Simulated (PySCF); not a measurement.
C5H4FS (charge +1).
SMILES with atom numbers: `[F:1][c:2]1[cH:3][cH:4][cH:5][cH:6][s+:7]1`

Cartesian coordinates in Å at the GFN2-xTB level; atoms count from 1:
```
atom  x, y, z in Å
F1     2.7141   -0.9166    0.0944
C2     1.4461   -0.5833    0.0531
C3     1.0756    0.7413   -0.0144
C4    -0.2545    1.1334   -0.0598
C5    -1.3111    0.2217   -0.0385
C6    -1.1287   -1.1349    0.0266
S7     0.3744   -1.9196    0.0907
H8     1.8654    1.4818   -0.0310
H9    -0.4783    2.1892   -0.1137
H10   -2.3237    0.5997   -0.0745
H11   -1.9739   -1.8098    0.0411
```

NICS = −σ at a ghost point: NICS(0) at the centroid of the ring atoms, NICS(1) 1 Å to either side along the normal of their mean plane, zz for the tensor component along that normal. Level: GIAO PBE0/pcSseg-1 (PySCF, non-relativistic, gas phase) on the GFN2-xTB geometry, one conformer.

Ring bond lengths (Å), with Mayer bond orders in brackets: C2–C3 1.377 (1.39), C3–C4 1.387 (1.41), C4–C5 1.396 (1.37), C5–C6 1.370 (1.50), C6–S7 1.697 (1.25), S7–C2 1.713 (1.23).

**Question.** What do the NICS probes read (ppm)?

**Answer.** 
| ring | type | NICS(0) | NICS(1), two faces | NICS(1)zz, two faces | rms pucker (Å) | centre to ring atoms, mean (Å) |
| --- | --- | --- | --- | --- | --- | --- |
| C2–C3–C4–C5–C6–S7 | 6-membered ring with S; formal bonds all aromatic | -8.2 | -10.2 / -10.2 | -23.8 / -23.8 | 0.00 | 1.48 |

**Question.** What do they say, and how far can they be read as aromaticity?

**Answer.** 
- C2–C3–C4–C5–C6–S7: mean NICS(1)zz -23.8 ppm, shielded. The ring is flat and has no four-coordinate atom; by the NICS criterion it is aromatic.

**Question.** What does the geometric index give? HOMA = 1 − mean of α(R − Ropt)² over the ring bonds, with Krygowski's 1993 parameters (CC: Ropt 1.388 Å, α 257.7 Å⁻²; CS: Ropt 1.677 Å, α 94.09 Å⁻²).

**Answer.** 
- C2–C3–C4–C5–C6–S7: HOMA 0.95; the largest term is that of S7–C2, α(R − Ropt)² = 0.12. The geometric and the magnetic index point the same way.

**Question.** List the ring angles and the Hirshfeld charges of the ring atoms.

**Answer.** 
- C2–C3–C4–C5–C6–S7: C2 125.7° (+0.153 e), C3 122.1° (-0.007 e), C4 122.7° (+0.061 e), C5 123.1° (+0.010 e), C6 125.3° (+0.024 e), S7 101.1° (+0.333 e); sum 720.0° against 720° for a flat convex ring.

**Question.** What are the shieldings of the ring atoms and their hydrogens in the same run (means over atoms taken as equivalent)?

**Answer.** 
| atoms | environment | σ isotropic (ppm) |
| --- | --- | --- |
| C2 | aromatic C–F carbon | -14.5 |
| C3 | aromatic CH carbon | 54.6 |
| C4 | aromatic CH carbon | 20.3 |
| C5 | aromatic CH carbon | 46.5 |
| C6 | aromatic CH next to a ring sulfur | 23.6 |
| S7 | ring sulfur | 172.1 |
| H8 | aromatic hydrogen | 22.80 |
| H9 | aromatic hydrogen | 22.15 |
| H10 | aromatic hydrogen | 22.66 |
| H11 | aromatic hydrogen | 22.14 |
